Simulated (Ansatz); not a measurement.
Ansatz (a program for electronic structure) input (PBE/def2-SVP):

Ansatz 0.2 input:
```yaml
crystal:
  periodic: [false, false, false]
  atoms:
    - {symbol: C, position_ang: [2.17646500, -0.35198300, 0.10661700]}
    - {symbol: N, position_ang: [0.78479800, -0.40990100, -0.00110500]}
    - {symbol: B, position_ang: [-0.49677800, 0.01747500, -0.03312100]}
    - {symbol: C, position_ang: [-1.71156700, -0.98463600, -0.26013800]}
    - {symbol: C, position_ang: [-0.79164300, 1.58087100, 0.16426700]}
    - {symbol: H, position_ang: [2.55627500, -0.92973600, 0.95628300]}
    - {symbol: H, position_ang: [2.68248300, -0.68334600, -0.80669200]}
    - {symbol: H, position_ang: [2.47507000, 0.69586000, 0.27443700]}
    - {symbol: H, position_ang: [-2.28034800, -0.68810500, -1.14652600]}
    - {symbol: H, position_ang: [-1.40351400, -2.02286900, -0.38318700]}
    - {symbol: H, position_ang: [-2.40430500, -0.93010000, 0.58500400]}
    - {symbol: H, position_ang: [-1.32593000, 1.96431800, -0.70980300]}
    - {symbol: H, position_ang: [-1.45020800, 1.72169600, 1.02621400]}
    - {symbol: H, position_ang: [0.10125100, 2.18869500, 0.31313600]}
basis:
  gaussian:
    orbitals: def2-SVP
hamiltonian:
  xc: {name: PBE}
magnetization: {spin_polarized: true, initial_magnetization: 1}
output: {forces: true}
```

Output:

```
Functional definition: PBE
integrals: 0.05 GiB planned
1322 factors; their error is unknown
mean field: 0.41 GiB planned
mean field evaluation 1: about -5397.1419 eV, gradient 5.4e1 eV
mean field evaluation 2: about -5381.1708 eV, gradient 7.4e1 eV
mean field evaluation 4: about -5412.0482 eV, gradient 5.6e0 eV
mean field evaluation 8: about -5412.1431 eV, gradient 1.8e-1 eV
mean field evaluation 16: about -5412.1432 eV, gradient 6.2e-5 eV
mean field -5412.14323727 eV, -198.8925954871 hartree, gradient 6.2e-5 eV, S^2 0.754171; 0 other end points of the search recorded, 0 dependent functions left out
the calculation of the forces begins
reference -5412.14327376 eV, -198.8925968281 hartree; 20, 19 occupied and 95, 96 virtual orbitals, 1322 factors
Total energy: -5412.14327376 eV, -198.8925968281 hartree
Atom 0 at     2.176465    -0.351983     0.106617 Å, force    -0.823492    -0.088651    -0.071342 eV/Å
Atom 1 at     0.784798    -0.409901    -0.001105 Å, force     0.322776    -0.047054     0.016531 eV/Å
Atom 2 at    -0.496778     0.017475    -0.033121 Å, force    -0.041442    -0.055854    -0.010773 eV/Å
Atom 3 at    -1.711567    -0.984636    -0.260138 Å, force     0.199885     0.158667     0.036484 eV/Å
Atom 4 at    -0.791643     1.580871     0.164267 Å, force     0.073012    -0.240338    -0.028362 eV/Å
Atom 5 at     2.556275    -0.929736     0.956283 Å, force     0.284157    -0.309515     0.478885 eV/Å
Atom 6 at     2.682483    -0.683346    -0.806692 Å, force     0.354274    -0.172629    -0.500565 eV/Å
Atom 7 at     2.475070     0.695860     0.274437 Å, force     0.243446     0.541767     0.093144 eV/Å
Atom 8 at    -2.280348    -0.688105    -1.146526 Å, force    -0.289144     0.171105    -0.455616 eV/Å
Atom 9 at    -1.403514    -2.022869    -0.383187 Å, force     0.181384    -0.542597    -0.062847 eV/Å
Atom 10 at    -2.404305    -0.930100     0.585004 Å, force    -0.353256     0.045941     0.439962 eV/Å
Atom 11 at    -1.325930     1.964318    -0.709803 Å, force    -0.283917     0.175353    -0.463096 eV/Å
Atom 12 at    -1.450208     1.721696     1.026214 Å, force    -0.349211     0.047884     0.448971 eV/Å
Atom 13 at     0.101251     2.188695     0.313136 Å, force     0.481529     0.315922     0.078624 eV/Å
Dipole moment:     0.282761     0.049115     0.027107 e Å
```

The geometry given is a B3LYP-D3(BJ)/def2-TZVP minimum.
